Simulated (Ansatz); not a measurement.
CH10AlBSi2, SMILES `CB[SiH2][SiH2][AlH2]`. The species carries charge 0 and has multiplicity 1.

Cartesian coordinates in Å:
```
C -1.617 -0.643 0.369
B -0.372 -1.437 0.878
Si 1.338 -1.286 -0.153
Si 1.662 1.044 -0.154
Al -0.555 1.940 -0.699
H -1.555 -0.260 -0.663
H -1.780 0.195 1.066
H -2.547 -1.219 0.433
H -0.471 -2.008 1.926
H 2.507 -2.073 0.326
H 1.061 -1.643 -1.578
H 2.714 1.403 -1.149
H 2.144 1.468 1.193
H -1.114 1.800 -2.180
H -1.417 2.718 0.386
```

Give the diagnostics of a CCSD(T)/def2-TZVPP run (frozen core, Ansatz). (An estimate is asked.)

Computed: T1 = 0.0139, largest single amplitude 0.020, largest double 0.019, (T) share of the correlation energy 3.7 %, 10 CCSD cycles. The RHF solution is stable towards an unrestricted one. T1 lies under the customary mark of 0.02 for closed shells.
